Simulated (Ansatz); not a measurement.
The same atomization along the group B, Al, Ga, In.

Isolated molecules relaxed with PBE0-D4/def2-TZVP in Ansatz; ΔE leaves out vibrations. CCSD(T)/CBS is the MP2 limit (def2-TZVPP, def2-QZVPP) plus CCSD(T) − MP2 in def2-TZVPP, frozen cores. This one scheme is used for every species, atoms too. Functionals use def2-TZVPP. Open shells (•) are unrestricted, without spin–orbit coupling. Spin–orbit coupling would lower the free atoms: a little for Al, B, C, O; clearly for Br, Ga; strongly for In. Elements past krypton have def2 core potentials. Bonds to Br, Ga, In are less sure, by a few kJ/mol each and by 10 to 20 or more in all where they break to atoms, as the def2 sets lack core-valence functions. Scalar relativity is left out up to krypton. Each species was taken in one conformer, which may not be the lowest.

```tsv
reaction	r2SCAN-D4 (kJ/mol)
`COB(O)Br` → Br• + C• + 4 H• + B• + 2 O•	3649
`C[O][Al]([OH])[Br]` → Br• + C• + 4 H• + Al• + 2 O•	3427
`C[O][Ga]([OH])[Br]` → Br• + C• + 4 H• + Ga• + 2 O•	3179
`C[O][In]([OH])[Br]` → Br• + C• + 4 H• + In• + 2 O•	3011
```

Give the CCSD(T)/CBS values in the same order. (Best estimate.)

The calculation gave: 3627, 3433, 3186, 3034 kJ/mol.

Largest T1 diagnostic: 0.018, for Al•.

For atomizations the MP2-based limit and the directly extrapolated one differ by several kJ/mol either way, and by 10 to 25 for some Ge, Se and Sn compounds, so smaller differences from it don't rank the levels.
